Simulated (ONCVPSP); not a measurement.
# An all-electron radial function and its pseudo partner (V)

Columns: radius, all-electron u(r) and pseudo u(r) of the 3d shell (level -5.86 eV) of vanadium in the configuration [Ne] 3s2 3p6 3d3 4s1.5 4p0.5; PBE, scalar-relativistic, ONCV scheme, ONCVPSP 4.0.1.

```tsv
r (bohr)	all-electron	pseudo
0.103	0.0426	0.0045
0.205	0.1822	0.0338
0.308	0.3579	0.1056
0.410	0.5173	0.2223
0.513	0.6439	0.3756
0.615	0.7327	0.5419
0.718	0.7877	0.6989
0.820	0.8135	0.8217
0.923	0.8174	0.8988
1.025	0.8057	0.9257
1.128	0.7831	0.9099
1.230	0.7539	0.8643
1.332	0.7207	0.8033
1.435	0.6850	0.7383
1.538	0.6486	0.6779
1.640	0.6127	0.6261
1.743	0.5772	0.5819
1.845	0.5434	0.5444
1.948	0.5107	0.5108
2.050	0.4799	0.4799
2.153	0.4505	0.4505
2.255	0.4230	0.4230
2.358	0.3969	0.3969
2.460	0.3727	0.3727
2.562	0.3499	0.3499
2.665	0.3283	0.3283
```

(1) How many radial nodes do the two functions have?

(2) At about which radius was the pseudo-wave matched?

(3) Is the pseudo-wave norm-conserving?

Results:

(1) The all-electron 3d function has n − l − 1 = 0; the pseudo-wave has 0.

(2) 2.05 bohr, where the columns begin to agree (steps of 0.10 bohr).

(3) Yes: the ONCV scheme keeps the norm inside the radius equal to the all-electron one, which fixes the energy derivative of the logarithmic derivative at the level.
